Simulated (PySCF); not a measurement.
## Shapes and spin states of CrBr₂

Computed with B3LYP/[Cr def2-SVP, Br def2-SVP], no relativity, density fitting, PySCF.

Relaxations began from a few typed shapes and spin states; open shells are unrestricted. The search is not exhaustive: other isomers or separated fragments can lie lower, and high-lying points may rest on an excited occupation.

Which is the lowest minimum found?
A. broken-symmetry Ms = 1 (⟨S²⟩ 3.00) D∞h: Cr–Br 2.336 Å (×2); Br–Cr–Br 180.0°
B. quintet D∞h: Cr–Br 2.347 Å (×2); Br–Cr–Br 180.0°
C. singlet (closed shell, unstable to spin polarisation) D∞h: Cr–Br 2.277 Å (×2); Br–Cr–Br 180.0°
D. broken-symmetry Ms = 1 (⟨S²⟩ 3.01) C2v: Cr–Br 2.325 Å (×2); Br–Cr–Br 139.0°
E. singlet (closed shell, unstable to spin polarisation) C2v: Cr–Br 2.277 Å (×2); Br–Cr–Br 159.2°
F. quintet C2v: Cr–Br 2.341 Å (×2); Br–Cr–Br 142.9°

F. The others lie at 0.9 (quintet D∞h, a saddle point), 122.3 (broken-symmetry Ms = 1 C2v), 124.1 (broken-symmetry Ms = 1 D∞h, a saddle point), 276.1 (singlet C2v), 276.4 (singlet D∞h) kJ/mol above it.

Formally Cr is in oxidation state +2, d4, with 4 unpaired electrons (the high-spin count). The Mulliken spin on Cr is 4.20. The polar-tensor charge on Cr, 1.12, is far below the formal one.

For the lowest minimum: with open d or f shells other occupations or spin states may lie lower.

The electron or spin density has lower symmetry than the nuclear frame for the quintet D∞h at 0.9 kJ/mol, broken-symmetry Ms = 1 (⟨S²⟩ 3.00) D∞h at 124.1 kJ/mol.
